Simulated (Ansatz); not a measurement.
`C=C(Cl)[SiH2]S`, relaxed with RKS PBE0-D4/def2-TZVP in Ansatz from a PBE-D4/def2-SVP geometry. The force threshold is 0.005 eV/Å; the program also tests the step.

Total charge 0; spin multiplicity 1.

Start:

```xyz
10

C    -1.425    1.097   -0.217
C    -0.798    0.043    0.343
Cl   -1.711   -1.275    1.058
Si    1.077   -0.167    0.425
S     1.737   -1.955   -0.584
H    -2.523    1.184   -0.244
H    -0.831    1.910   -0.663
H     1.682    1.081   -0.161
H     1.516   -0.362    1.845
H     1.276   -1.555   -1.803
```

(1) How much energy does the relaxation release, and in how many steps? (Estimate.)

(2) Which bonds change most? (An estimate is asked.)

(3) Give the relaxed structure. (Estimate.)

Answers

(1) Ansatz gave: 0.05 eV, in 9 steps.

(2) Ansatz gave: Si4–S5 from 2.157 to 2.130 Å; C2–Si4 from 1.889 to 1.868 Å; C1–C2 from 1.348 to 1.327 Å; Si4–H8 from 1.505 to 1.485 Å.

(3) Computed: 
```xyz
10

C    -1.401    1.076   -0.210
C    -0.797    0.033    0.347
Cl   -1.727   -1.245    1.066
Si    1.059   -0.170    0.420
S     1.725   -1.925   -0.586
H    -2.480    1.179   -0.239
H    -0.805    1.865   -0.654
H     1.637    1.062   -0.174
H     1.500   -0.353    1.822
H     1.290   -1.522   -1.792
```
